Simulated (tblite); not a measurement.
Species: C₃H₈BS₂ (charge -1).
Bonds: B1–S2, S2–C3, C3–C4 (double), C3–S5, S5–C6. Hydrogens: H7, H8, H9 on B1; H10, H11 on C4; H12, H13, H14 on C6.
Bond orders are those of one Lewis drawing.

Computed with GFN2-xTB (tblite), gas phase: L-BFGS steps from a force-field or distance-geometry start until the largest atomic force falls under 0.01 eV/Å.

Geometry at step 87:
```
atom  x, y, z in Å
B1      2.3593   -0.4403   -0.0710
S2      0.5724   -0.5477   -0.8747
C3     -0.5107   -0.4580    0.4776
C4     -0.3015   -0.9651    1.6905
S5     -2.1332    0.2965    0.2190
C6     -1.9256    1.3020   -1.2740
H7      2.5553   -1.4754    0.5096
H8      3.0846   -0.3263   -1.0261
H9      2.3604    0.5271    0.6415
H10     0.6205   -1.4668    1.9195
H11    -1.0388   -0.8822    2.4724
H12    -2.6807    1.0013   -1.9945
H13    -2.0278    2.3652   -1.0519
H14    -0.9350    1.0691   -1.6600
```

**Question.** Give the atomic forces at this geometry.

**Answer.** 
| atom | Fx (eV/Å) | Fy (eV/Å) | Fz (eV/Å) |
| --- | --- | --- | --- |
| B1 | 0.114 | -0.067 | -0.035 |
| S2 | -0.021 | 0.067 | -0.008 |
| C3 | -0.058 | -0.015 | -0.007 |
| C4 | 0.022 | 0.021 | -0.031 |
| S5 | -0.029 | 0.049 | 0.020 |
| C6 | -0.046 | 0.039 | -0.111 |
| H7 | 0.000 | 0.027 | 0.038 |
| H8 | -0.054 | 0.040 | 0.043 |
| H9 | -0.010 | -0.051 | -0.015 |
| H10 | 0.018 | -0.025 | -0.009 |
| H11 | 0.002 | 0.057 | 0.006 |
| H12 | -0.038 | 0.008 | -0.019 |
| H13 | 0.027 | -0.153 | 0.111 |
| H14 | 0.073 | 0.003 | 0.017 |

The largest, 0.19 eV/Å, acts on H13; the rms over all components is 0.051 eV/Å. The forces sum to zero within rounding, as they must for an isolated molecule in no field.

**Question.** Give the force on H13 in Eh/bohr and in nN.

**Answer.** 0.191 eV/Å ÷ 51.422 = 0.00371 Eh/bohr, and 0.191 eV/Å × 1.602 = 0.31 nN.

**Question.** How far is this geometry from the end of the optimisation?

**Answer.** 0.029 eV above it, and 0.269 Å rms away after alignment. The bonds farthest from their final lengths, with half the difference of the two atoms' forces along the bond (positive lengthens):

```tsv
bond	now (Å)	final (Å)	force along bond (eV/Å)
C3–S5	1.808	1.802	0.00
S5–C6	1.812	1.816	+0.05
B1–H8	1.205	1.201	-0.08
C6–H13	1.091	1.088	-0.07
C6–H14	1.088	1.087	+0.04
```

The angle farthest from its final value is C3–S5–C6, 104.3° against 101.5°.

The cost below is that of the whole relaxation. Time: 1.4 s of wall time. Hardware: one thread, Intel Xeon at 2.70 GHz (x86_64), no GPU, shared host with 64 logical CPUs at a one-minute load of 5.9.
